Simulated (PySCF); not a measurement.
**Ga: excitation energy**

Ga [Ar] 3d10 4s2 4p1 (2P) → Ga [Ar] 3d10 4s1 4p2 (4P), as a difference of total energies. Calculation: PySCF 2.14, in aug-cc-pVTZ-PP with ECP10MDF; scalar relativity through the core potential. Correlated levels: valence: 3s2 3p6 3d10 frozen. The calculations carry no spin-orbit coupling.

```csv
method,excitation energy (eV)
UHF,3.292
LDA,5.333
PBE,5.081
PBE0,4.749
r2SCAN,4.649
r2SCANh,4.584
wB97X-V,4.937
M06-2X,4.912
BP86,5.141
MP2 (valence),4.002
SCS-MP2 (valence),4.280
```

Q: How much does correlation contribute at MP2 (valence)?

A: 4.002 − (3.292) = 0.710 eV, measured against UHF.
